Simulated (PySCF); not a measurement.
3-fluoropenta-1,2,4-triene (C5H5F), SMILES C=C=C(F)C=C.

Geometry optimised at PBE0-D3(BJ)/def2-SVP. The values are those of a single conformer.

Method: PySCF with PBE/def2-TZVP.

Gas-phase values at a fixed geometry.

The total energy is -293.05696 hartree. The point group comes out as Cs, the highest occupied level comes out as -5.71 eV and the lowest empty level is -1.85 eV. The orbital gap is 3.86 eV. The dipole moment is 1.51 D. The quadrupole, principal values (traceless, Buckingham form, about the centre of nuclear charge) comes out as -3.90, -3.31, 7.22 D·Å. The mean static polarisability comes out as 70.4 bohr³ (10.43 Å³). The polarisability, principal values is 38.8, 48.1, 124.3 bohr³.
